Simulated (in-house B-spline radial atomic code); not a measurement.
A run on Ga⁺ (an excited or competing configuration) that did not converge. Method: non-relativistic TPSSh, spin-polarised, spherical fractional occupations, point nucleus; computed with a B-spline radial code for spherical atoms.

Command:
```bash
python run_scf.py task.json out
```
Settings:
```
Z                31
configuration    [Ne] 3s2 3p5 3d10 4s2 5f1
hamiltonian      nr
method           tpssh
spin_polarised   True
```

First and last ten iterations of the last attempt (damped for 15 steps, keeping 80 % of the old Fock matrix, then DIIS):
```
 iter        energy (Eh)    residual
    1       -1920.323477    4.69e-02
    2       -1920.326096    1.56e-03
    3       -1920.326106    9.94e-04
    4       -1920.326107    7.25e-04
    5       -1920.326107    5.43e-04
    6       -1920.326109    4.11e-04
    7       -1920.326111    3.15e-04
    8       -1920.326114    2.42e-04
    9       -1920.326117    1.87e-04
   10       -1920.326119    1.46e-04
  111       -1920.326136    6.65e-07
  112       -1920.326136    6.65e-07
  113       -1920.326136    6.65e-07
  114       -1920.326136    6.65e-07
  115       -1920.326136    6.65e-07
  116       -1920.326136    6.65e-07
  117       -1920.326136    6.65e-07
  118       -1920.326136    6.65e-07
  119       -1920.326136    6.65e-07
  120       -1920.326136    6.65e-07
 not converged after 120 iterations
```

The smallest residual met was 6.6e-07; the threshold is about 3e-07. Over the last five steps the energy moves by less than 1e-08 hartree, but the orbitals didn't meet the threshold. Run time, properties included: 3.4 s on 1 thread of Arm Neoverse V2 (shared host).
